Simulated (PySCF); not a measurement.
**Computed properties of Hf(NH2)2(SH)2 (H6HfN2S2), SMILES [Hf]([NH2])([SH])([SH])[NH2], multiplicity 1**

Hf(NH2)2(SH)2 (H6HfN2S2), SMILES [NH2][Hf]([NH2])([SH])[SH], multiplicity 1. Geometry optimised at PBE0-D3(BJ)/def2-SVP. The multiplicity is an assumed one; other spin states were not compared. The def2 effective core potentials stand for the cores of Hf; spin–orbit coupling is left out. The values are those of a single conformer. All values are computed for the isolated molecule unless a solvent is named; none is compared with measurement here.

**Structure.** The optimised structure has C2 symmetry. All 27 harmonic modes at PBE0-D3(BJ)/def2-SVP (PySCF) are real, so it is a minimum. With heavy atoms numbered as in [Hf:1]([NH2:2])([NH2:5])([SH:8])[SH:10], the shortest bond between them is Hf1–N2 at 2.019 Å and the longest Hf1–S10 at 2.467 Å.

**Vibrations.** The strongest infrared lines (harmonic, unscaled, degenerate partners summed) lie at 501 cm⁻¹ (278 km/mol, H 78 %, N 21 %), 638 cm⁻¹ (106 km/mol, N 72 %, H 15 %, Hf 12 %), 3564 cm⁻¹ (91 km/mol, H 96 %). The softest mode is at 61 cm⁻¹ and the zero-point energy is 41.5 kcal/mol.

**Electronic structure.** HF/def2-TZVP (PySCF) places the frontier levels at -9.93 and 1.99 eV, a gap of 11.92 eV, and gives a dipole moment of 4.11 D and a mean polarisability of 87.7 bohr³. PBE/def2-TZVP (PySCF) at the same geometry gives -6.00 and -1.74 eV, so its gap is 7.66 eV narrower. An orbital gap is neither the optical nor the fundamental gap.

**Excitations.** TDDFT-CAM-B3LYP/def2-SVPD (PySCF) has S1 at 5.05 eV (245 nm, f = 0.015, weak); the most intense of the 10 singlets computed lies at 6.04 eV (f = 0.05). T1 (TDA) is at 4.77 eV. TDDFT-PBE/def2-SVPD (PySCF) puts S1 at 4.31 eV. No vertical singlet excitation falls in the visible range (under 3.1 eV).
